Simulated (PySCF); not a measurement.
A species of formula C2H9FSSi2 has this rotational fingerprint, computed with wB97X-D/def2-SVPD in PySCF (dipole) on a GFN2-xTB geometry, gas phase:

| Quantity | Value |
| --- | --- |
| Rotational constants | A = 3296, B = 982.5, C = 873.0 MHz |
| Dipole components | \|μa\| = 0.35 D, \|μb\| = 0.14 D, \|μc\| = 0.42 D |
| Inertial defect | -88.78 u·Å² |
| κ | -0.91 |

**Question.** Which structure is it? (One computed conformer of each.)
A. `[F:1][C@H:2]([CH2:3][SiH3:4])[SiH2:5][SH:6]` with F1–C2–C3–Si4 -54°, F1–C2–Si5–S6 176°, C2–Si5–S6–H 174°
B. `[CH3:1][SiH2:2][Si@@H:3]([F:4])[S:5][CH3:6]` with C1–Si2–Si3–F4 61°, Si2–Si3–S5–C6 -165°
C. `[CH3:1][Si@@H:2]([F:3])[S:4][CH2:5][SiH3:6]` with C1–Si2–S4–C5 -153°, Si2–S4–C5–Si6 -81°
D. `[CH3:1][S:2][SiH2:3][SiH2:4][CH2:5][F:6]` with C1–S2–Si3–Si4 -178°, S2–Si3–Si4–C5 -167°, Si3–Si4–C5–F6 -44°
E. `[CH3:1][SiH2:2][C@H:3]([F:4])[SiH2:5][SH:6]` with C1–Si2–C3–F4 -171°, Si2–C3–Si5–S6 -70°, C3–Si5–S6–H -49°

**Answer.** C. It is C[Si@@H](F)SC[SiH3], a near-prolate asymmetric top, point group C1. The candidates at the same level (rigid rotor, commonest isotopes):

```
                SMILES  A (MHz)  B (MHz)  C (MHz)  μa (D)  μb (D)  μc (D)  Δ (u·Å²)  point group                        rotor
   C[Si@@H](F)SC[SiH3]     3296    982.5    873.0    0.35    0.14    0.42    -88.78           C1  near-prolate asymmetric top
      CS[SiH2][SiH2]CF     4629    725.5    647.5    0.07    0.04    0.83    -25.28           C1  near-prolate asymmetric top
F[C@H](C[SiH3])[SiH2]S     2380     1089    874.4    0.84    0.21    0.10    -98.45           C1               asymmetric top
   C[SiH2][Si@@H](F)SC     3857    915.5    785.4    0.88    0.32    0.92    -39.60           C1  near-prolate asymmetric top
C[SiH2][C@H](F)[SiH2]S     2016     1280    842.5    0.05    1.17    0.84    -45.76           C1               asymmetric top
```

`C[SiH2][Si@@H](F)SC` has A 17 % too high; `CS[SiH2][SiH2]CF` has A 40 % too high; `F[C@H](C[SiH3])[SiH2]S` has A 28 % too low; `C[SiH2][C@H](F)[SiH2]S` has A 39 % too low. No structure here is proved a minimum.
